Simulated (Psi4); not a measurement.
Psi4 input (wB97X-D/6-31G*):

```
memory 1500 MB

molecule {
1 2
C     2.80659300   -1.11498300   -0.24291200
C     1.59203100   -0.75606300   -0.65473600
Si    0.79899800    0.87553300   -0.24222800
C    -0.81673600    0.61044600    0.70756500
O    -1.67724200   -0.17452100   -0.10585600
C    -2.91917600   -0.44980300    0.50597500
H     3.24216000   -2.07747700   -0.49135400
H     3.42287000   -0.45847200    0.36279000
H     1.02469100   -1.46098700   -1.25799000
H     1.72438300    1.66285200    0.61162800
H     0.49641400    1.64147200   -1.47548100
H    -0.61636900    0.10292000    1.66301600
H    -1.28513400    1.57580200    0.95239600
H    -3.50081700   -1.05181200   -0.19108100
H    -3.46658400    0.47525400    0.72749200
H    -2.78592200   -1.00844100    1.44126600
symmetry c1
no_reorient
no_com
}

set {
  basis 6-31G*
  reference uks
  scf_type pk
  dft_radial_points 99
  dft_spherical_points 590
  e_convergence 1e-8
  d_convergence 1e-7
  maxiter 150
}

e = energy('wb97x-d')
print_out(f'\nFINAL {e:.10f} DIPOLE {variable("CURRENT DIPOLE")[0]:.6f} {variable("CURRENT DIPOLE")[1]:.6f} {variable("CURRENT DIPOLE")[2]:.6f}\n')
```

Output:

```
   => Loading Basis Set <=

    Name: 6-31G*
    Role: ORBITAL
    Keyword: BASIS
    atoms 1-2, 4, 6 entry C          line   111 file 6-31gs.gbs
    atoms 3         entry SI         line   268 file 6-31gs.gbs
    atoms 5         entry O          line   145 file 6-31gs.gbs
    atoms 7-16      entry H          line    44 file 6-31gs.gbs

   => WB97X-D: Empirical Dispersion <=

    Chai and Head-Gordon Dispersion Correction
    Chai, J.-D.; Head-Gordon, M. (2010), J. Chem. Phys., 132: 6615-6620

        s6 =       1.000000

         ---------------------------------------------------------
                                   SCF
               by Justin Turney, Rob Parrish, Andy Simmonett
                          and Daniel G. A. Smith
                              UKS Reference
         ---------------------------------------------------------

  ==> Geometry <==

    Molecular point group: c1
    Full point group: C1

    Geometry (in Angstrom), charge = 1, multiplicity = 2:

       Center              X                  Y                   Z               Mass
    ------------   -----------------  -----------------  -----------------  -----------------
         C            2.806593000000    -1.114983000000    -0.242912000000    12.000000000000
         C            1.592031000000    -0.756063000000    -0.654736000000    12.000000000000
         SI           0.798998000000     0.875533000000    -0.242228000000    27.976926534650
         C           -0.816736000000     0.610446000000     0.707565000000    12.000000000000
         O           -1.677242000000    -0.174521000000    -0.105856000000    15.994914619570
         C           -2.919176000000    -0.449803000000     0.505975000000    12.000000000000
         H            3.242160000000    -2.077477000000    -0.491354000000     1.007825032230
         H            3.422870000000    -0.458472000000     0.362790000000     1.007825032230
         H            1.024691000000    -1.460987000000    -1.257990000000     1.007825032230
         H            1.724383000000     1.662852000000     0.611628000000     1.007825032230
         H            0.496414000000     1.641472000000    -1.475481000000     1.007825032230
         H           -0.616369000000     0.102920000000     1.663016000000     1.007825032230
         H           -1.285134000000     1.575802000000     0.952396000000     1.007825032230
         H           -3.500817000000    -1.051812000000    -0.191081000000     1.007825032230
         H           -3.466584000000     0.475254000000     0.727492000000     1.007825032230
         H           -2.785922000000    -1.008441000000     1.441266000000     1.007825032230

  Running in c1 symmetry.

  Rotational constants: A =      0.20060  B =      0.04345  C =      0.03859 [cm^-1]
  Rotational constants: A =   6013.69955  B =   1302.47762  C =   1156.81196 [MHz]
  Nuclear repulsion =  288.085860100329739

  Charge       = 1
  Multiplicity = 2
  Electrons    = 55
  Nalpha       = 28
[...]
     104A      2.405721   105A      2.574445   106A      2.595316
     107A      2.625319   108A      2.767252   109A      2.934200
     110A      3.766408   111A      4.043433   112A      4.110087
     113A      4.163436   114A      4.206531

    Beta Occupied:

       1A    -66.447359     2A    -19.550410     3A    -10.541819
       4A    -10.528482     5A    -10.501492     6A    -10.486021
       7A     -5.565512     8A     -3.910185     9A     -3.909497
      10A     -3.909083    11A     -1.367206    12A     -1.047282
      13A     -1.025095    14A     -0.931398    15A     -0.855298
      16A     -0.790206    17A     -0.780224    18A     -0.760143
      19A     -0.740011    20A     -0.709244    21A     -0.677641
      22A     -0.663068    23A     -0.628148    24A     -0.586321
      25A     -0.581006    26A     -0.568273    27A     -0.497418

    Beta Virtual:

      28A     -0.361630    29A     -0.101486    30A     -0.049533
      31A     -0.030764    32A     -0.004073    33A      0.017781
      34A      0.045512    35A      0.057166    36A      0.058923
      37A      0.073297    38A      0.079344    39A      0.087018
      40A      0.091362    41A      0.096439    42A      0.124276
      43A      0.157383    44A      0.171076    45A      0.183387
      46A      0.242832    47A      0.276727    48A      0.294989
      49A      0.356418    50A      0.405096    51A      0.437050
      52A      0.443438    53A      0.459533    54A      0.479776
      55A      0.508936    56A      0.566863    57A      0.582449
      58A      0.617154    59A      0.633637    60A      0.649385
      61A      0.682297    62A      0.713947    63A      0.733590
      64A      0.744634    65A      0.775691    66A      0.781063
      67A      0.791468    68A      0.804775    69A      0.826257
      70A      0.834242    71A      0.849281    72A      0.866472
      73A      0.888049    74A      0.915644    75A      0.955889
      76A      0.995518    77A      1.033652    78A      1.057984
      79A      1.090275    80A      1.159687    81A      1.228484
      82A      1.320894    83A      1.342022    84A      1.365489
      85A      1.367680    86A      1.404680    87A      1.493883
      88A      1.531175    89A      1.772760    90A      1.802006
      91A      1.822956    92A      1.878912    93A      1.921287
      94A      1.946623    95A      1.971355    96A      2.014124
      97A      2.025481    98A      2.087742    99A      2.104350
     100A      2.168718   101A      2.217828   102A      2.283307
     103A      2.374640   104A      2.414268   105A      2.577424
     106A      2.603970   107A      2.632077   108A      2.771911
     109A      2.934560   110A      3.782808   111A      4.054444
     112A      4.113073   113A      4.166779   114A      4.213411

    Final Occupation by Irrep:
              A
    DOCC [    27 ]
    SOCC [     1 ]
    NA   [    28 ]
    NB   [    27 ]

  @UKS Final Energy:  -522.66483245907750

   => Energetics <=

    Nuclear Repulsion Energy =            288.0858601003297395
    One-Electron Energy =               -1277.5366784145276142
    Two-Electron Energy =                 504.9833654779422432
    DFT Exchange-Correlation Energy =     -38.1907780973966737
    Empirical Dispersion Energy =          -0.0066015254250873
    VV10 Nonlocal Energy =                  0.0000000000000000
    Total Energy =                       -522.6648324590775019

  UHF NO Occupations:
  HONO-2 :   26  A 1.9996407
  HONO-1 :   27  A 1.9969416
  HONO-0 :   28  A 1.0000000
  LUNO+0 :   29  A 0.0030584
  LUNO+1 :   30  A 0.0003593
  LUNO+2 :   31  A 0.0001442
  LUNO+3 :   32  A 0.0000932

Computation Completed

Properties will be evaluated at   0.000000,   0.000000,   0.000000 [a0]

Properties computed using the SCF density matrix

 Multipole Moments:

 ------------------------------------------------------------------------------------
     Multipole            Electronic (a.u.)      Nuclear  (a.u.)        Total (a.u.)
 ------------------------------------------------------------------------------------

 L = 1.  Multiply by 2.5417464519 to convert [e a0] to [Debye]
 Dipole X            :         -0.4408855           -0.0000000           -0.4408855
 Dipole Y            :         -0.4014367           -0.0000246           -0.4014613
 Dipole Z            :          0.7011846           -0.0000113            0.7011733
 Magnitude           :                                                    0.9204321

 ------------------------------------------------------------------------------------

FINAL -522.6648324591 DIPOLE -0.440886 -0.401461 0.701173

*** Psi4 exiting successfully. Buy a developer a beer!
```

The dipole moment of an ion depends on the origin.

The geometry given is a B3LYP-D3(BJ)/def2-TZVP minimum of the species of charge 0 and multiplicity 1, not of this state.
